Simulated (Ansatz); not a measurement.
Mulliken charges of C₃H₄ClFSi, SMILES `C#CC[SiH](F)Cl` from B3LYP/def2-TZVPP in Ansatz (PBE0-D4/def2-TZVP geometry).

```
atom   x (Å)   y (Å)   z (Å)  charge (e)
  C1  -1.973  -0.754   1.074       0.068
  C2  -1.027  -0.754   0.334      -0.374
  C3   0.136  -0.690  -0.522      -0.274
 Si4   1.117   0.860  -0.163       0.690
  F5   2.458   0.799  -1.020      -0.307
 Cl6   0.070   2.505  -0.743      -0.228
  H7  -2.819  -0.768   1.720       0.257
  H8  -0.148  -0.692  -1.579       0.120
  H9   0.792  -1.552  -0.358       0.120
 H10   1.478   0.994   1.260      -0.071
```

Question: By hand: the dipole of these point charges (1 e Å = 4.8032 D).

Answer: Σ q r = (-0.539, -0.340, 0.581) e Å, of length 0.862 e Å = 4.14 D.

Question: How does the dipole of the full density compare? (Estimate.)

Answer: The calculation gave: (-0.074, -0.248, 0.103) e Å, 1.34 D; the point charges give 3.09 times that, at 40° from its direction.

Point charges leave out the atoms' own dipoles, such as those of lone pairs, and Mulliken's split depends on the basis, so the two needn't agree.

B3LYP here is the variant with VWN-RPA as its local correlation; programs differ in this.
